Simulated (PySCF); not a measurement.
Sn⁴⁶⁺: ionisation energy

Sn⁴⁶⁺ [He] 2s2 → Sn⁴⁷⁺ [He] 2s1 [2s1/2^1, M_J = 1/2], as a difference of total energies. Computed with PySCF 2.14 in an uncontracted even-tempered set (17 s from 25 bohr⁻², ratio 2.4; 12 p from 33 bohr⁻², ratio 2.4; 5 d from 100 bohr⁻², ratio 2.6; 4 f from 160 bohr⁻², ratio 2.6), with the two-component X2C-1e Hamiltonian. Correlated levels: nothing frozen; the 32 highest virtual spinors dropped. "Screened" scales the spin-orbit matrix elements by Boettger's factors to mimic the two-electron term; Breit and QED terms are absent.

```json
{"method": "GMP2 (spin-free)", "ionisation energy (eV)": "8109.6"}
{"method": "GHF (screened spin-orbit)", "ionisation energy (eV)": "8103.8"}
{"method": "GMP2 (screened spin-orbit)", "ionisation energy (eV)": "8110.1"}
```

Q: How much does correlation contribute at GMP2 (screened spin-orbit)?

A: 8110.1 − (8103.8) = 6.3 eV, measured against GHF (screened spin-orbit).

For this ion Breit and QED terms and the two-electron picture change, all absent here, outweigh the correlation shift from GHF to GMP2.

For comparison: 8103 ± 7 eV (semi-empirical (NIST evaluation); NIST Atomic Spectra Database, ionization energies).
